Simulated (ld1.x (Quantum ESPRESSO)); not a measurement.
## What one change does to a pseudopotential (Zn, TM)

ld1.x (Quantum ESPRESSO) 7.5 input, shortened:

```
&input
   title='Zn', zed=30., rel=1, dft='PBESOL', iswitch=3,
   config='[Ar] 3d9 4s0 4p0'
 /
 &inputp
   pseudotype=2, tm=.true., lloc=1,
   nlcc=.true., rcore=0.85
 /
3
4S  1  0   0.00   0.00  1.90  1.90  0.0
3D  3  2   9.00   0.00  1.20  1.20  0.0
3P  2  1   6.00   0.00  1.15  1.15  0.0
 &test
   configts(1)='3p6 3d9 4s0 4p0'
 /
```

Change: all radii but the core radius scaled by about 1.42 (s 2.70, p 1.64, d 1.70 bohr).

Cutoffs: the cutoffs (Ry, on a coarse ladder) from which the occupation-weighted sum of valence levels, in a spherical-Bessel basis at the reference potential, stays within 10 and 1 mRy of its value at 400 Ry; they do not see the model core or the augmentation charge, which bear on the density cutoff. Errors are all-electron minus pseudo energies relative to the spin-unpolarised reference configuration.

Problem. Predict the effect on cutoff, ghosts and configuration errors.

Solution. Both files keep a bound ghost (s); of the 7 tests that both files solve, the error grows in 7 and shrinks in 0 by more than 15 % and 0.3 meV (median size 46.8 → 313.6 meV). More of the atom is replaced by a form fitted at one configuration, so other configurations suffer.

| quantity | base | changed |
| --- | --- | --- |
| cutoff, loose | 180 Ry | 120 Ry |
| cutoff, tight | over 300 Ry | 180 Ry |
| loose cutoff by channel (10 mRy a level) | d 160 Ry, p 90 Ry | d 90 Ry, p 70 Ry |
| bound ghosts | s | s |
| error for 3p6 3d10 4s2 4p0, meV [ΔE -68.76 eV] | +75 | -359 |
| error for 3p6 3d10 4s1 4p0, meV [ΔE -58.86 eV] | +42 | -245 |
| error for 3p6 3d10 4s0 4p0, meV [ΔE -40.51 eV] | -19 | -41 |
| error for 3p6 3d10 4s1.5 4p0, meV [ΔE -64.81 eV] | +61 | -314 |
| error for 3p5 3d10 4s2 4p0, meV [ΔE 23.13 eV] | -123 | -382 |
| error for 3p6 3d10 4s1 4p1, meV [ΔE -63.63 eV] | +47 | -548 |
| error for 3p6 3d9 4s2 4p0, meV [ΔE -50.82 eV] | -22 | -174 |

 A true bound ghost makes a file unfit for plane-wave use even where its test errors are small: the radial tests pick states by their node count and pass the ghost by.
